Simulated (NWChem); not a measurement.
# C₂H₃Cl₂Ga; SMILES [Cl][Ga]([Cl])[CH]=C

```xyz
8

Ga    -0.1253     0.0764     0.0000
Cl    -0.3917     2.2166     0.0000
Cl     1.9253    -0.6124     0.0000
C     -1.5712    -1.2195     0.0000
C     -1.2973    -2.5395     0.0000
H     -2.6165    -0.8650     0.0000
H     -2.0983    -3.3006     0.0000
H     -0.2609    -2.9197     0.0000
```
Atoms are numbered in this order, from 1.

Computed with NWChem. All runs use the structure optimised with PBE-D3(BJ)/def2-SVP. Total energies compare along this basis series because the functional is fixed.

| level | basis functions | energy (Ha) | highest occupied level (eV) | orbital gap (eV) | dipole (D) |
|---|---|---|---|---|---|
| PBE0/STO-3G | 49 | -2889.2011 | -3.56 | 2.95 | 2.98 |
| PBE0/def2-SVP | 111 | -2922.1217 | -8.62 | 6.81 | 2.95 |
| PBE0/def2-SVPD | 156 | -2922.1393 | … | 6.74 | … |
| PBE0/def2-TZVP | 202 | -2922.7681 | -8.69 | 6.75 | 3.04 |
| PBE0/def2-TZVPP | 236 | -2922.7692 | -8.69 | 6.75 | 3.03 |

Complete the blanks.


- PBE0/def2-SVPD, highest occupied level (eV): -8.78
- PBE0/def2-SVPD, dipole (D): 3.15
